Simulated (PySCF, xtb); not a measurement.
MoH₄, SMILES [MoH4] (connectivity only; charge and spin as stated), neutral, multiplicity 3.

Harmonic wavenumbers (cm⁻¹) from GFN2-xTB run with xtb at its own minimum, in rising order: 632, 632, 632, 835, 835, 1579, 1647, 1648, 1648.

**Question.** What does PBE-D3(BJ)/def2-TZVPD run with PySCF give at its own minimum? (Estimate from the structure and the level; the computed values follow.)

**Answer.** 543, 543, 543, 698, 698, 1875, 1875, 1875, 1910. Paired by order, the mean absolute difference is 173 cm⁻¹ and the zero-point energies are 14.4 and 15.1 kcal/mol.
